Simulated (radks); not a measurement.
Values are calculated unless marked as measured or tabulated.
All-electron atom: S V in [Ne] 3s2. Code: a radial shooting solver on a logarithmic mesh with Libxc functionals. Model: non-relativistic Kohn-Sham, r2SCAN, spin-polarised, spherical densities, point nucleus; meta-GGA in the generalised Kohn-Sham scheme.

Normalised radial functions P(r) = r R(r), r in bohr:

```
   r/bohr * 2s (the largest magnitude, 1.5, reaches the edge; | marks zero)
  0.01006                             |    *
  0.01269                             |     *
    0.016                             |       *
  0.02018                             |        *
  0.02545                             |         *
  0.03209                             |           *
  0.04047                             |           *
  0.05104                             |            *
  0.06437                             |           *
  0.08183                             |         *
   0.1032                             |     *
   0.1301                             |*
   0.1641                      *      |
    0.207               *             |
    0.261        *                    |
   0.3292   *                         |
   0.4151  *                          |
   0.5236     *                       |
   0.6656           *                 |
   0.8394                  *          |
    1.059                        *    |
    1.335                           * |
    1.684                            *|
    2.123                             *
    2.677                             *
    3.377                             *
    4.258                             *
```

2s: eigenvalue -274.66 eV, 1 radial node at r = 0.133 bohr, <r> = 0.477 bohr, 90 % of the charge inside 0.746 bohr.
